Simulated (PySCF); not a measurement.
CH₂I, SMILES I[CH2], multiplicity 2.

Geometry: PBE-D3(BJ)/def2-TZVP. The isomer is the one that the SMILES or the coordinates give; other isomers of the formula were not compared. The def2 effective core potentials stand for the cores of I; spin–orbit coupling is left out.

The numbers are results of PBE-D3(BJ)/def2-TZVP run with PySCF, not measurements.

Frequencies are harmonic and unscaled.

```tsv
mode	ν (cm⁻¹)	IR (km/mol)	moving atoms (share of kinetic energy)
1	190	65.8	H 79 %, C 21 %
2	621	5.5	C 79 %, H 11 %, I 10 %
3	827	3.6	H 88 %, C 11 %
4	1309	21.0	H 91 %, C 9 %
5	3105	1.9	H 97 %
6	3256	1.4	H 88 %, C 12 %
```
